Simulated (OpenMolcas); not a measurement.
Re5+ among 6 point charges of -1.7 e arranged as a tetragonal octahedron (D4h). The axial distance is 1.15 times the equatorial one, R.

| Quantity | Value |
| --- | --- |
| Program | OpenMolcas |
| Method | CASSCF |
| Basis | ANO-RCC-VDZP [7s6p4d2f1g] |
| Scalar Hamiltonian | DKH2, point nucleus |
| Active space | 2 electrons in 5 orbitals (5d) |
| State averaging | 2S+1 = 3 even, 10 roots; 2S+1 = 1 even, 15 roots |
| Spin-orbit coupling | state interaction with AMFI integrals over the reference wave functions |

All point charges move together. At R = 1.92 Å the first state of the same spin is 3042 cm-1, and at R = 2.13 Å it is 1984 cm-1.

A third run gives 3712 cm-1. What distance was it run at?

With a power law R^-n the two known points give n = -ln(1984 / 3042) / ln(2.13 / 1.92) = 4.12. Then R = 1.92 × (3042 / 3712)^(1/4.12) = 1.829 Å. The run was at 1.82 Å, so the estimate is off by +0.009 Å.

Without dynamic correlation the repulsion within the d shell is too large (B by tens of per cent), so at a given field states of lower spin stand too high. Spin-orbit coupling mixes the spin-free states strongly: the lowest level takes only 60 % from its leading state, 3A2 (figures for R = 1.82; the like holds for R = 1.92, R = 2.13). Point charges carry no covalency, so the field is a model and not that of real ligands. No measured value stands beside these numbers.
